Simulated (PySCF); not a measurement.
**First hyperpolarisability: 4-fluorophenol (Oc1ccc(F)cc1, C₆H₅FO)**

Geometry:
```
atom   x (Å)   y (Å)   z (Å)
  O1  -2.062  -1.003  -0.907
  C2  -0.891  -0.517  -0.440
  C3   0.186  -0.203  -1.275
  C4   1.372   0.296  -0.738
  C5   1.475   0.478   0.633
  F6   2.609   0.956   1.150
  C7   0.414   0.170   1.478
  C8  -0.767  -0.327   0.940
  H9  -2.012  -1.085  -1.865
 H10   0.100  -0.348  -2.356
 H11   2.220   0.546  -1.377
 H12   0.525   0.324   2.553
 H13  -1.615  -0.577   1.581
```

The calculation used quadratic response CAM-B3LYP/aug-cc-pVDZ first hyperpolarisability, Taylor convention, gas phase in PySCF 2.14.0. Geometry: PBE0-D3(BJ)/def2-SVP.

Q: What is the first hyperpolarisability, and how does it disperse?

A: In au, Taylor convention; the vector part is βᵢ = ⅓ Σⱼ (βᵢⱼⱼ + βⱼᵢⱼ + βⱼⱼᵢ); β∥ is 3/5 of the vector part along the dipole, the dipole points from − to +:
| process | λ (nm) | β vector norm | β∥ | β HRS | depolarisation ratio |
| --- | --- | --- | --- | --- | --- |
| static β(0;0,0) | ∞ | 21.5 | -2.1 | 10.7 | 3.20 |
| second harmonic β(−2ω;ω,ω) | 1907 | 23.6 | -1.0 | 11.3 | 3.48 |
| Pockels β(−ω;ω,0) | 1907 | 22.1 | -1.8 | – | – |
| second harmonic β(−2ω;ω,ω) | 1064 | 30.0 | 2.1 | 13.1 | 4.46 |
| Pockels β(−ω;ω,0) | 1064 | 23.7 | -0.9 | – | – |

Q: Which lowest excitations, dipole and polarisabilities go with it?

A: S1 4.93 eV (f = 0.056); S2 5.41 eV (f = 0.000); S3 5.90 eV (f = 0.027); dipole 2.00 D; isotropic α 74.1 au static, 74.4 au at 1907 nm, 75.0 au at 1064 nm, 75.2 au at 953.5 nm, 78.0 au at 532 nm.
